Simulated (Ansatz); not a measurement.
## Counterpoise correction, worked out

The pair of Li⁺ (SMILES [Li+], atom 1) and BF₄⁻ (SMILES F[B-](F)(F)F, atoms 2–6), both closed shells, in one local arrangement (a lower one may exist), relaxed at PBE0-D4/def2-TZVP:

Li1  (0.011, 0.011, -1.625)
F2  (0.751, 1.051, -0.177)
B3  (-0.003, -0.003, 0.431)
F4  (-1.283, 0.126, -0.197)
F5  (0.535, -1.174, -0.194)
F6  (-0.011, -0.012, 1.763)
(Å)

Ansatz 0.2.0; basis: def2-TZVPPD; cores frozen in the correlated methods. The outer core shell of Li, Na, Mg and K is correlated.

CCSD(T) total energies in eV:

| system | geometry | basis functions | energy |
| --- | --- | --- | --- |
| pair | pair | all | -11743.94947 |
| Li⁺ | as in the pair | all (partner as ghosts) | -197.85117 |
| BF₄⁻ | as in the pair | all (partner as ghosts) | -11539.70857 |
| Li⁺ | as in the pair | its own | -197.84251 |
| BF₄⁻ | as in the pair | its own | -11539.68279 |
| Li⁺ | free (PBE0-D4 minimum) | its own | -197.84251 |
| BF₄⁻ | free (PBE0-D4 minimum) | its own | -11539.99758 |

(1) Work out the interaction energy with and without the counterpoise correction, the superposition error, and the binding energy from the relaxed fragments.

No T1 diagnostic of these runs exceeds 0.013.

Results:

(1) Without correction: -11743.94947 − (-197.84251) − (-11539.68279) = -6.42417 eV.
With correction (each fragment in the whole basis): -11743.94947 − (-197.85117) − (-11539.70857) = -6.38973 eV = -147.35 kcal/mol.
The superposition error is the difference, 0.03444 eV, 1 % of the uncorrected value: each fragment borrows its partner's functions.
Deformation from the free shapes: 0.00000 eV for Li⁺ and 0.31479 eV for BF₄⁻.
Binding energy from relaxed fragments: -6.38973 + 0.00000 + 0.31479 = -6.07494 eV = -140.09 kcal/mol (electronic, without zero-point energy; negative means bound). The deformation is large: the pair is on the way to a chemical bond or a shared proton. For comparison, the corrected interaction energy by CCSD(T) at an estimated basis limit (MP2 extrapolated from triple and quadruple zeta, plus CCSD(T) − MP2 in triple zeta) is -6.468 eV; triple zeta with the correction binds less.

For scale, one of the runs: CCSD(T)/def2-TZVPPD, 219 basis functions, launched by `ansatz run in.yaml --threads 4 --pin off --events-out ev --progress --plain --max-ram 9574MiB`. The run took 110 s on 4 CPU threads of an Arm Neoverse V2 (shared host), with 3.9 GiB of host memory at its peak.
